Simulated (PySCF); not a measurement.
Vertical excitations of a molecule C₂H₃F₃Si from TDDFT-PBE/def2-SVPD (PySCF), as energy in eV (oscillator strength): 6.56 (0.002), 7.25 (0.323), 7.41 (0.028), 7.59 (0.007), 7.93 (0.003), 7.94 (0.005), 8.09 (0.014), 8.23 (0.001), 8.35 (0.026), 8.57 (0.004). Lowest triplet (TDA): 4.31 eV. Coordinates come from a TPSSh-D3(BJ)/def2-SVP optimisation. The values are those of a single conformer.

**Question.** Which structure fits?
A) FC(F)=C(F)[SiH3]
B) F/C=C(/F)[SiH2]F
C) C=C[Si](F)(F)F
D) F[SiH2]C=C(F)F

**Answer.** C, C=C[Si](F)(F)F
